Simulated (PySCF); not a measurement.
NMR data simulated for an unnamed compound:

1H NMR (400 MHz, computed): δ 6.86 (t, 1H), 1.81 (s, 3H), 1.60 (m, 2H), 0.29 (s, 6H).

13C{1H} NMR (computed): δ 160.8 (C), 149.6 (CH), 23.1 (CH2), 21.8 (CH3), -0.7 (CH3).

PySCF 2.14 calculation with geometry: GFN2-xTB and shieldings: GIAO PBE0/pcSseg-1; one conformer, non-relativistic Hamiltonian, no solvent model, one averaged value for each set of equivalent atoms.

Shifts are taken against calculated references (same method and geometry level): 1H and 13C vs TMS.

**Question.** Which of these does the molecule contain: a Si–H bond, a non-aromatic C=C double bond, a Si–CH3 group, an amide, a ketone?

**Answer.** 
- A Si–H bond: no.
- A non-aromatic C=C double bond: yes.
- A Si–CH3 group: yes (δC -0.7; δH 0.29 (s)).
- An amide: no.
- A ketone: no.

The data belong to `CC1=CC[Si]1(C)C`, C₆H₁₂Si; they needn't prove each group on their own.

Carbon signals by region: 1 in the far downfield region (above 160 ppm), 1 in the sp2 and nitrile region (100–160 ppm), 3 below 50 ppm. Above 160 ppm: 160.8, fully substituted alkene carbon.

Shifts are as computed. Against solution values, carbons near 30 ppm lie about +3 ppm off and those near 130 ppm about +5 ppm. Of 1309 compounds with measured shifts, 239 miss one by over three times the rms of a fit or turn the order of signals round; such compounds aren't used in these exercises. No couplings were computed; multiplicities are counted from neighbouring protons, with m where these are inequivalent, close in shift, in a saturated or five-membered ring or joined by F or P, and br s for small geminal =CH2 splittings.
